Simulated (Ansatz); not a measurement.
Job for Ansatz (an electronic-structure program): R-B3LYP/def2-TZVPP on Al2Cl6 (SMILES [Cl][Al-]1([Cl])[Cl+][Al-]([Cl])([Cl])[Cl+]1).

Ansatz 0.2 input:
```yaml
crystal:
  periodic: [false, false, false]
  atoms:
    - {symbol: Al, position_ang: [1.61056924, -0.00161457, 0.00123721]}
    - {symbol: Al, position_ang: [-1.61058916, 0.00162583, -0.00121905]}
    - {symbol: Cl, position_ang: [0.00161485, 1.63112841, 0.00366984]}
    - {symbol: Cl, position_ang: [-0.00162097, -1.63111606, -0.00346460]}
    - {symbol: Cl, position_ang: [2.60957685, -0.00660818, 1.83524161]}
    - {symbol: Cl, position_ang: [2.61215859, 0.00142222, -1.83136377]}
    - {symbol: Cl, position_ang: [-2.61237985, -0.00140331, 1.83126774]}
    - {symbol: Cl, position_ang: [-2.60932956, 0.00656565, -1.83536897]}
basis:
  gaussian:
    orbitals: def2-TZVPP
hamiltonian:
  xc: {name: B3LYP}
scf: {lower_state_search: off}
```

It printed:

```
WARN ansatz: RAYON_NUM_THREADS=4 ignored (pool sized by the plan → 4); use --threads N
Functional definition: B3LYP
these checks for a lower state are left out or cut short: stability, starts, cluster_reference, orbital_swaps, neighbouring_geometries, increment
integrals: 0.66 GiB planned
2464 factors; their error is unknown
mean field: 4.05 GiB planned
mean field evaluation 1: about -88346.4048 eV, gradient 3.0e1 eV
mean field evaluation 2: about -88346.1634 eV, gradient 3.4e1 eV
mean field evaluation 4: about -88348.4764 eV, gradient 1.3e0 eV
mean field evaluation 8: about -88348.6423 eV, gradient 1.7e-2 eV
mean field -88348.64229428 eV, -3246.7527194541 hartree, gradient 6.4e-6 eV, S^2 0.000000; 0 other end points of the search recorded, 0 dependent functions left out
reference -88348.64265531 eV, -3246.7527327219 hartree; 64, 64 occupied and 272, 272 virtual orbitals, 2464 factors
Total energy: -88348.64265531 eV, -3246.7527327219 hartree
Checks for a lower state left out: stability, starts, cluster_reference, orbital_swaps, neighbouring_geometries, increment
```

The run converged.

Cost: around 15 core-seconds (rough).
